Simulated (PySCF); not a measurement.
The dipole of `O([C@@H](C)F)CCC(F)(F)F` from its density and from atomic charges.

Coordinates (GFN2-xTB, Å) and charges (e) from the PBE0/pcSseg-1 density (PySCF):

| atom | x | y | z | Mulliken | IAO | Hirshfeld | ESP-fitted |
| --- | --- | --- | --- | --- | --- | --- | --- |
| C1 | 2.707 | -0.055 | 0.831 | -0.2506 | -0.4402 | -0.1289 | -0.5961 |
| C2 | 1.551 | -0.355 | -0.102 | +0.3568 | +0.3602 | +0.1318 | +0.5376 |
| F3 | 1.010 | -1.593 | 0.237 | -0.3451 | -0.3494 | -0.1189 | -0.2756 |
| O4 | 0.601 | 0.629 | 0.019 | -0.4937 | -0.3727 | -0.1300 | -0.3719 |
| C5 | -0.489 | 0.580 | -0.877 | +0.0300 | -0.0573 | +0.0054 | -0.0380 |
| C6 | -1.630 | -0.328 | -0.398 | -0.2998 | -0.3271 | -0.1024 | -0.2997 |
| C7 | -2.295 | 0.223 | 0.850 | +0.7701 | +0.8100 | +0.2600 | +0.6381 |
| F8 | -1.496 | 0.256 | 1.916 | -0.2569 | -0.2742 | -0.0913 | -0.1817 |
| F9 | -2.753 | 1.473 | 0.668 | -0.2788 | -0.2921 | -0.0971 | -0.2131 |
| F10 | -3.363 | -0.518 | 1.196 | -0.2761 | -0.2914 | -0.1045 | -0.2384 |
| H11 | 3.426 | -0.868 | 0.794 | +0.1275 | +0.1573 | +0.0508 | +0.1662 |
| H12 | 3.180 | 0.873 | 0.529 | +0.1235 | +0.1588 | +0.0516 | +0.1628 |
| H13 | 2.323 | 0.048 | 1.842 | +0.1340 | +0.1653 | +0.0509 | +0.1954 |
| H14 | 1.876 | -0.483 | -1.153 | +0.0840 | +0.1127 | +0.0344 | +0.0224 |
| H15 | -0.847 | 1.610 | -0.958 | +0.1428 | +0.1630 | +0.0447 | +0.1260 |
| H16 | -0.152 | 0.237 | -1.864 | +0.1155 | +0.1291 | +0.0444 | +0.0912 |
| H17 | -2.395 | -0.396 | -1.172 | +0.1479 | +0.1669 | +0.0567 | +0.1312 |
| H18 | -1.262 | -1.328 | -0.163 | +0.1690 | +0.1809 | +0.0428 | +0.1436 |

Problem. What dipole does each set of charges give (1 e·Å = 4.803 D), and what does the density give?

Solution. The full density gives (1.83, 0.03, -2.95) D, 3.47 D in size; dipole vectors point from the negative to the positive end.

```json
{"scheme": "Mulliken", "μx": "2.93", "μy": "0.08", "μz": "-4.01", "size (D)": "4.96", "share of the full size (%)": "143", "angle to the full dipole (°)": "4"}
{"scheme": "IAO", "μx": "2.60", "μy": "0.31", "μz": "-4.48", "size (D)": "5.18", "share of the full size (%)": "149", "angle to the full dipole (°)": "3"}
{"scheme": "Hirshfeld", "μx": "1.28", "μy": "0.19", "μz": "-1.62", "size (D)": "2.07", "share of the full size (%)": "60", "angle to the full dipole (°)": "8"}
{"scheme": "ESP-fitted", "μx": "1.87", "μy": "0.03", "μz": "-2.98", "size (D)": "3.51", "share of the full size (%)": "101", "angle to the full dipole (°)": "0"}
```

Problem. Which set comes closest?

Solution. Length of the difference vector: ESP-fitted 0.04 D, Hirshfeld 1.45 D, Mulliken 1.52 D, IAO 1.73 D. Closest: ESP-fitted. The schemes that divide the density aren't constrained to reproduce the dipole.

Problem. What is left for the Hirshfeld atoms' own dipoles?

Solution. The Hirshfeld atoms' densities add up to the full density, so μ = Σ q r + Σ (atomic dipoles). The atomic dipoles sum to (1.83, 0.03, -2.95) − (1.28, 0.19, -1.62) = (0.55, -0.16, -1.33) D, 1.45 D in size.

Problem. With the origin at the mean of the coordinates, (0.000, 0.000, 0.122) Å, which are the largest single terms, by size, of the Hirshfeld dipole along the direction of the full one?

Solution. C7 -2.28, F10 +1.35, F8 +1.01, F9 +0.89, C2 +0.64 D; all 18 atoms together +2.05 D. The single terms depend on the origin, their sum doesn't.

Problem. Give the size of the full dipole in other units.

Solution. 3.47 D = 1.366 au = 0.723 e·Å = 11.58 × 10⁻³⁰ C·m.

One conformer (not necessarily the lowest) at the GFN2-xTB geometry, without solvent, vibrations or thermal averaging.

Conformer computed: `[CH3:1][C@@H:2]([F:3])[O:4][CH2:5][CH2:6][C:7]([F:8])([F:9])[F:10]`: C1–C2–O4–C5 174°, C2–O4–C5–C6 86°, O4–C5–C6–C7 66°, C5–C6–C7–F8 -65°.
